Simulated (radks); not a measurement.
Cs III, configuration [Kr] 4d10 5s2 5p3 6s2 (not the ground configuration). Method: Dirac Kohn-Sham, PBE, spin-unpolarised, spherical densities, finite nucleus; open shells fill j = l - 1/2 first; Fermi nuclear charge, rms radius 4.8041 fm; computed with a radial shooting solver on a logarithmic mesh with Libxc functionals.

Radial electron density D(r) = 4 pi r^2 rho(r):

```
   r/bohr * D(r) (the largest magnitude, 93.3, reaches the edge; | marks zero)
 0.001229 | *
  0.00143 | *
 0.001665 |  *
 0.001939 |   *
 0.002239 |    *
 0.002606 |     *
 0.003034 |       *
 0.003532 |         *
 0.004079 |            *
 0.004749 |              *
 0.005529 |                  *
 0.006436 |                     *
 0.007433 |                         *
 0.008654 |                             *
  0.01007 |                                 *
  0.01173 |                                     *
  0.01354 |                                        *
  0.01577 |                                         *
  0.01836 |                                          *
  0.02137 |                                         *
  0.02468 |                                        *
  0.02873 |                                      *
  0.03345 |                                     *
  0.03894 |                                     *
  0.04497 |                                       *
  0.05235 |                                           *
  0.06095 |                                                *
  0.07095 |                                                     *
  0.08194 |                                                      *
  0.09539 |                                                    *
    0.111 |                                              *
   0.1293 |                                         *
   0.1493 |                                       *
   0.1738 |                                        *
   0.2023 |                                            *
   0.2356 |                                              *
    0.272 |                                          *
   0.3167 |                                 *
   0.3687 |                      *
   0.4292 |                *
   0.4957 |               *
   0.5771 |                 *
   0.6718 |                 *
   0.7821 |               *
   0.9032 |           *
    1.052 |       *
    1.224 |    *
    1.425 |   *
    1.646 |  *
    1.916 | *
     2.23 |*
    2.597 |*
    2.999 |*
    3.491 |*
    4.064 *
    4.731 *
    5.464 *
    6.361 *
    7.405 *
    8.621 *
    9.956 *
```

D(r) has 4 maxima, at r = 0.0184, 0.0806, 0.230, 0.651 bohr, and minima at 0.0357, 0.152, 0.476 bohr, inside which lie 2.02, 11.21, 28.95 electrons.
